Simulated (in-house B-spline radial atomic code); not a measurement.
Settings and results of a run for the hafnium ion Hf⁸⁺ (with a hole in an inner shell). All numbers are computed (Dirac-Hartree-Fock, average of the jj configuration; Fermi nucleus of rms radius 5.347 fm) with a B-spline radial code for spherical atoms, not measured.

In the input, a minus or plus after the letter marks the j = l - 1/2 or j = l + 1/2 subshell.

Command:
```bash
python run_scf.py task.json out
```
Settings (nuclear radius in fm, mass in u):
```
Z                72
configuration    1s2 2s2 2p6 3s2 3p6 3d10 4s2 4p6 4d-3 4d+6 4f13 5s2 5p4
hamiltonian      dirac
method           hf
spin_polarised   False
nucleus          fermi
rms_radius       5.347
atomic_mass      179.94656
speed_of_light   137.035999084
```

Output (hartree, bohr):
```
 radial grid: 66 intervals, B-splines of order 8, outer radius 16.6667 bohr

 iter        energy (Eh)    residual
    1      -14998.087703    1.15e+00
    2      -15029.140387    1.69e+00
    3      -15061.384960    3.10e-01
    4      -15062.887136    1.22e-01
    5      -15062.979146    2.28e-02
    6      -15062.984414    1.65e-02
    7      -15062.987778    8.61e-04
    8      -15062.987784    3.30e-04
    9      -15062.987785    1.25e-05
   10      -15062.987785    2.97e-07

 total energy                    -15062.98779
 kinetic                           16842.0795
 electron-nucleus                 -37195.8528
 electron-electron                  5290.7855

 first-order corrections (not in the total)
   Gaunt                            17.4397
   retardation                      -1.8448
   frequency dependence             -0.2899
   self-energy                      12.6153
   Uehling                          -2.2967
   Wichmann-Kroll                    0.0875
   recoil                            0.0286

 orbital      occ     eigenvalue          <r>       <r^2>       <1/r>       r_max    small
 1s1/2      2.000     -2421.8121    0.0189867 0.000495041     83.7749      0.0119  7.33e-02
 2s1/2      2.000      -423.4797    0.0797087  0.00757287     20.3256      0.0682  1.66e-02
 2p1/2      2.000      -403.7760    0.0661933  0.00544447       20.25     0.05098  1.66e-02
 2p3/2      4.000      -359.9066    0.0738792  0.00664566     17.2199     0.05757  1.51e-02
 3s1/2      2.000      -102.6842     0.207574   0.0494039     7.47404       0.192  5.44e-03
 3p1/2      2.000       -93.9814     0.197801   0.0455876     7.37524      0.1803  5.37e-03
 3p3/2      4.000       -84.4247      0.21199   0.0521675     6.59918      0.1937  4.94e-03
 3d3/2      4.000       -69.8835     0.186512   0.0409002     6.46532      0.1525  4.79e-03
 3d5/2      6.000       -67.8649     0.190653   0.0425886     6.28602      0.1561  4.68e-03
 4s1/2      2.000       -25.8163     0.466677    0.245774     3.11888      0.4372  1.76e-03
 4p1/2      2.000       -22.0893      0.47388    0.255509     3.00413      0.4384  1.66e-03
 4p3/2      4.000       -19.9867     0.504061    0.288851     2.75165       0.466  1.52e-03
 4d3/2      3.000       -14.0278     0.522543    0.316043     2.54341       0.465  1.34e-03
 4d5/2      6.000       -13.6279     0.533296    0.328802     2.47547       0.474  1.29e-03
 4f5/2      5.571        -6.0931     0.599971    0.438093     2.06323      0.4456  9.37e-04
 4f7/2      7.429        -6.1072     0.604189    0.443376     2.04414      0.4505  9.24e-04
 5s1/2      2.000        -7.2511      1.06595     1.26658     1.25777      0.9858  4.24e-04
 5p1/2      1.333        -6.0735      1.14037      1.4544     1.16474       1.046  3.75e-04
 5p3/2      2.667        -5.6860      1.20592     1.62412     1.08613       1.109  3.41e-04
```

Time taken, with all properties: 1.2 s on 1 thread of Intel(R) Xeon(R) Platinum 8559C, on a shared host.

For the Dirac Hamiltonian the kinetic term is c α·p + (β - 1)c².
